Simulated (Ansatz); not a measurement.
Isolated molecules relaxed with PBE0-D4/def2-TZVP in Ansatz; ΔE leaves out vibrations. CBS: MP2 limit from def2 TZ/QZ plus the TZ coupled-cluster correction, frozen cores. DFT in def2-TZVPP. For Mg outer-core shells are correlated without core-valence functions, which leaves a few kJ/mol of doubt a bond. One conformer a species, not always the lowest.

Consider the cleavage of the Si–Al bond: `C=[CH][Al]([CH3])[SiH3]` + `C[O][Mg][OH]` → `C[O][Mg][O][SiH3]` + `C=[CH][AlH][CH3]`.

Problem. Is it downhill or uphill in electronic energy at CCSD(T)/CBS, and by how much? (Estimate.)

Solution. Ansatz gave: Downhill: ΔE = -116.4 kJ/mol.

Problem. What do these levels give: PBE-D4, r2SCAN-D4, PBE0-D4, B2PLYP, PBE, r2SCAN, HF/def2-TZVPP, SCS-MP2/def2-TZVPP, HF/def2-QZVPP, MP2/def2-QZVPP, SCS-MP2/def2-QZVPP, CCSD/CBS(def2)? (An estimate is asked.)

Solution. Ansatz gave: PBE-D4 -86.2, r2SCAN-D4 -108.1, PBE0-D4 -95.2, B2PLYP -119.5, PBE -88.1, r2SCAN -108.9, HF/def2-TZVPP -143.8, SCS-MP2/def2-TZVPP -127.5, HF/def2-QZVPP -147.0, MP2/def2-QZVPP -123.9, SCS-MP2/def2-QZVPP -129.4, CCSD/CBS(def2) -120.1 kJ/mol.

Largest T1 diagnostic among the species: 0.012.

In def2-TZVPP, CCSD(T) changes the Hartree–Fock value by +29.2 kJ/mol (the triples alone add +3.7 kJ/mol) and MP2 by +22.0 kJ/mol. From PBE to PBE0 (25 % exact exchange), in def2-TZVPP and without D4, ΔE moves by −9.2 kJ/mol.
